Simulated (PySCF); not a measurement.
Two species compared at the same levels of theory.

First species: C2H8Si.
Cartesian coordinates in Å at the GFN2-xTB level; atoms count from 1:
```
atom  x, y, z in Å
C1    -1.2925    0.5383    0.1936
C2    -0.3000   -0.6189    0.1831
Si3    1.4559   -0.0881   -0.3200
H4    -2.2858    0.1988    0.4849
H5    -0.9780    1.3071    0.8963
H6    -1.3655    0.9912   -0.7931
H7    -0.2773   -1.0765    1.1745
H8    -0.6614   -1.3897   -0.5007
H9     1.4253    0.4855   -1.6676
H10    1.9526    0.9163    0.6237
H11    2.3320   -1.2614   -0.3008
```

Second species: C7H6F2.
SMILES: `C#C[C@H]1C(=C)CC1(F)F`

Levels: B3LYP/def2-SVPD for dipole moment, HOMO energy, LUMO energy, HOMO–LUMO gap, static isotropic polarisability and electronic spatial extent ⟨r²⟩ about the centre of nuclear charge; TDDFT B3LYP/def2-SVPD for lowest singlet excitation; TDA B3LYP/def2-SVPD for lowest triplet excitation (Tamm–Dancoff); GFN2-xTB for rotational constant A and rotational constant C. Geometries: GFN2-xTB. All species are isolated and taken at one optimised geometry, non-relativistic unless stated; the electronic structure was computed with PySCF and density fitting.

Problem. Which has the higher dipole moment?

Solution. The second: 2.33 D against 0.66 D, a difference of 1.67 D.

Problem. Which of the two has the higher rotational constant A, and by how much?

Solution. The first: 23.465 GHz against 2.005 GHz, a difference of 21.460 GHz.

Problem. Which has the higher S1 energy?

Solution. The first: 7.54 eV against 5.98 eV, a difference of 1.56 eV.

Problem. Which has the higher LUMO energy?

Solution. The first: 0.22 eV against -0.82 eV, a difference of 1.04 eV.

Problem. Which of the two has the higher rotational constant C, and by how much?

Solution. The first: 4.464 GHz against 1.100 GHz, a difference of 3.364 GHz.

Problem. Which has the higher HOMO–LUMO gap?

Solution. The first: 8.48 eV against 6.76 eV, a difference of 1.72 eV.

Problem. Which of the two has the higher HOMO energy, and by how much?

Solution. The second: -7.58 eV against -8.26 eV, a difference of 0.68 eV.

Problem. Which has the higher T1 energy?

Solution. The first: 7.19 eV against 4.29 eV, a difference of 2.90 eV.

On the first: The polarisability is 8.06 Å³ as a volume (1 au = 0.148185 Å³), or 1.60 au for each of the 34 electrons. A dipole of 0.66 D is allowed in Cs, and pure rotational transitions are dipole-allowed.

On the second: No computed singlet falls in the visible range (750 to 380 nm, 1.65 to 3.26 eV); S1 lies 2.72 eV above its blue end. In atomic units the dipole is 0.92 e·bohr (1 au = 2.5417 D).
